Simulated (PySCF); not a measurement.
# Basis and Hamiltonian dependence of the ionisation energy of Xe²⁺

Xe²⁺ [Kr] 4d10 5s2 5p4 (3P) → Xe³⁺ [Kr] 4d10 5s2 5p3 (4S). All values are computed (PySCF 2.14, energy differences of UHF-based or UKS calculations, no spin-orbit coupling). Values in eV.

```
                                                                               basis    Hamiltonian  functions     UHF     PBE    PBE0  MP2 (valence)  CCSD(T) (valence)  CCSD(T) (valence and next inner shell)
                                                                          x2c-SVPall  spin-free X2C         36  29.375  30.524     n/a         29.720             29.756                                     n/a
                                                      aug-cc-pwCVDZ-PP with ECP28MDF            ECP         48  29.272  30.409  30.424         29.666             29.706                                  29.805
                                def2-SVP with the def2 core potential (28 electrons)            ECP         50  29.383  30.488  30.513         29.990             30.141                                     n/a
                               def2-TZVP with the def2 core potential (28 electrons)            ECP         50  29.383     n/a     n/a         29.990             30.141                                     n/a
                                                                        x2c-TZVPPall  spin-free X2C         60  29.301  30.444  30.457         29.869             30.006                                  30.121
                                                                         x2c-TZVPall  spin-free X2C         60  29.301     n/a     n/a         29.869                n/a                                     n/a
         aug-cc-pVTZ-PP with one added diffuse shell each of d, f type with ECP28MDF            ECP         67  29.367  30.478  30.501         30.002             30.157                                     n/a
                                                                        ANO-RCC-VTZP  spin-free X2C         68  29.389  30.504  30.527         30.068             30.241                                  30.405
                                                                     aug-cc-pVTZ-DK3  spin-free X2C         68  29.356  30.480  30.502         29.994             30.148                                     n/a
                   x2c-TZVPPall with one added diffuse shell each of s, p, d, f type  spin-free X2C         76  29.319  30.459  30.474         29.896             30.038                                  30.154
                                                      aug-cc-pwCVTZ-PP with ECP28MDF            ECP         96  29.381  30.500  30.521         30.052             30.217                                     n/a
                                                                     aug-cc-pVQZ-DK3  spin-free X2C        102  29.369  30.491  30.513         30.129             30.301                                     n/a
                                                                        x2c-QZVPPall  spin-free X2C        112  29.380  30.509  30.528         30.136             30.313                                     n/a
aug-cc-pVQZ-PP with one added diffuse shell each of s, p, d, f, g type with ECP28MDF            ECP        117  29.370  30.478  30.501         30.137                n/a                                     n/a
```

Extrapolation of CCSD(T) (valence) from aug-cc-pVTZ-DK3 and aug-cc-pVQZ-DK3: the correlation parts are 0.792 and 0.932 eV; with the X⁻³ form and unrounded values, (4³ × 0.932 − 3³ × 0.792)/(4³ − 3³) = 1.035 eV, and adding the Hartree-Fock value 29.369 eV of the larger basis gives 30.404 eV.

Frozen in the all-electron rows: valence: [Kr] 4d10; valence and next inner shell: [Ar] 3d10; with a core potential, the same shells as far as they lie outside it.

Between the lowest levels the reference is 31.05 ± 0.04 eV (semi-empirical (NIST evaluation); NIST Atomic Spectra Database, ionization energies); it includes spin-orbit coupling, which these numbers lack.
